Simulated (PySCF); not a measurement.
# Löwdin shares of the frontier orbitals

Species: C2H6ClPSi2.
Atom-mapped SMILES: `[CH:1]#[C:2][SiH2:3][PH:4][SiH2:5][Cl:6]` (hydrogens: H7 on C1; H8, H9 on Si3; H10 on P4; H11, H12 on Si5)

Geometry (GFN2-xTB, Å), atoms numbered from 1 in this order:
```
atom  x, y, z in Å
C1     2.493   -1.193    0.126
C2     1.875   -0.161    0.091
Si3    0.866    1.388   -0.027
P4    -1.114    1.006   -1.025
Si5   -1.970   -0.642    0.208
Cl6   -2.547    0.170    1.958
H7     3.046   -2.088    0.170
H8     1.579    2.352   -0.873
H9     0.611    1.890    1.325
H10   -0.629    0.166   -2.007
H11   -3.156   -1.146   -0.483
H12   -1.053   -1.741    0.512
```

Computed with TDDFT CAM-B3LYP/def2-SVPD, vertical, gas phase, core orbitals frozen in the response in PySCF.

Kohn–Sham orbitals with the atoms that hold most of them (Löwdin shares over 4%, at most four atoms; ? is withheld):

| orbital | ε (eV) | atoms |
| --- | --- | --- |
| LUMO+2 | 0.85 | C1 21%, C2 19%, Si3 16%, P4 12% |
| LUMO+1 | 0.65 | Si5 25%, Cl6 18%, Si3 14%, P4 10% |
| LUMO | ? | ? |
| HOMO | -8.66 | P4 59%, Si5 10%, C2 8%, Si3 7% |
| HOMO-1 | -9.66 | ? |
| HOMO-2 | -9.84 | C2 39%, C1 38%, Si3 7% |
| HOMO-3 | -10.25 | Cl6 27%, C2 16%, C1 15%, Si5 13% |

Task: Which atoms hold the HOMO-1, and with what shares?

Result: P4 (bonded to 2 Si and H) 20%; C2 (bonded to C and Si) 17%; C1 (bonded to C and H) 17%; Cl6 (bonded to Si) 12%. By element: carbon 34%, phosphorus 20%, chlorine 12%.

Task: Which atoms hold the LUMO, and with what shares?

Result: Si3 (bonded to C, P and 2 H) 20%; P4 (bonded to 2 Si and H) 19%; C2 (bonded to C and Si) 18%; C1 (bonded to C and H) 18%. By element: carbon 36%, silicon 20% or more, phosphorus 19%.

Task: What is the LUMO energy, and the HOMO–LUMO gap?

Result: ε(LUMO) = 0.48 eV; the gap is 9.14 eV (0.3357 hartree).

Task: The HOMO–LUMO gap is 9.14 eV. Where does the response calculation put the lowest singlet, and from which orbitals?

Result: S1 is at 5.98 eV (f = 0.043), 3.15 eV below the gap, made of HOMO→LUMO (54%), HOMO→LUMO+1 (26%). Without the coupling terms of the response equations the lowest excitation would equal the gap.

Next come S2 at 5.99 eV (f 0.0059), HOMO-2→LUMO (25%), HOMO→LUMO+2 (18%), HOMO-1→LUMO+2 (13%); S3 at 6.19 eV (f 0.046), HOMO→LUMO+1 (38%), HOMO-2→LUMO+2 (14%), HOMO→LUMO (11%); S4 at 6.22 eV (f 0.0076), HOMO-2→LUMO (35%), HOMO→LUMO+2 (22%), HOMO-1→LUMO+2 (8%); S5 at 6.35 eV (f 0.014), HOMO→LUMO+3 (66%), HOMO→LUMO+5 (8%).

Löwdin shares depend on the basis, the more so with diffuse functions.

One conformer stands for the species.
